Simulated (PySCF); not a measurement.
## Simulated absorption spectrum

C5H6O3S.
Bonds: O1–S2 (double), S2–O3 (double), S2–O4, S2–C5, C5–C6 (double), C6–C7, C7–C8 (double), C8–C9, C5–C9. Hydrogens: H10 on O4; H11 on C6; H12 on C7; H13 on C8; H14, H15 on C9.

Computed, not measured: TDDFT PBE0/def2-SVPD, vertical, gas phase, core orbitals frozen in the response (PySCF 2.14.0, density-fitted response routines). Geometry: GFN2-xTB, one conformer, isolated molecule. Torsions of this conformer, `[O:1]=[S:2](=[O:3])([OH:4])[C:5]1=[CH:6][CH:7]=[CH:8][CH2:9]1`: O1–S2–C5–C6 -144°, H–O4–S2–O1 135°.

Broadening: Gaussians 0.5 eV wide at half height, area fixed by f = 4.319×10⁻⁹ ∫ε dν̃. The cross-section is σ = 3.8235×10⁻²¹ ε cm², given in Mb (10⁻¹⁸ cm²). The width is an assumption, not a result. The curve ends short of the highest state used, and states not computed would add to its high-energy end.

```tsv
E (eV)	σ (Mb)
4.19	0.08
4.27	0.26
4.36	0.91
4.44	2.37
4.53	5.82
4.62	11.98
4.70	19.56
4.79	28.66
4.87	34.61
4.96	36.11
5.05	31.49
5.13	23.97
5.22	14.88
5.30	8.38
5.39	3.71
5.48	1.37
5.56	0.49
5.65	0.14
5.73	0.07
5.82	0.11
5.91	0.22
5.99	0.40
6.08	0.71
6.16	1.11
```

(1) Locate the maxima and give the states behind the curve.

(2) Coming from long wavelengths, where does ε first pass 100 L mol⁻¹ cm⁻¹?

(3) On this curve, what absorbance would a 10⁻⁴ mol/L sample give at 248 nm over a 1 cm path?

Results:

(1) 251 nm (4.94 eV), ε about 9500, made up of S1 (100%) (ε in L mol⁻¹ cm⁻¹; maxima over ε = 5, shares over 10%). At its high-energy end, 6.16 eV, the curve is still rising (ε about 290, from S2, S3, S4 and S5). The states used: S1 4.94 eV (f 0.176); S2 6.21 eV (f 0.0022); S3 6.40 eV (f 0.0018); S4 6.50 eV (f 0.0033); S5 6.61 eV (f 0.013); S6 6.76 eV (f 0.0034).

(2) At about 289 nm (4.30 eV), 0.64 eV below S1.

(3) 248 nm is 4.999 eV, where ε is about 9100 L mol⁻¹ cm⁻¹, so A = ε c l ≈ 0.91 (Beer–Lambert, with the gas-phase spectrum and the assumed width).
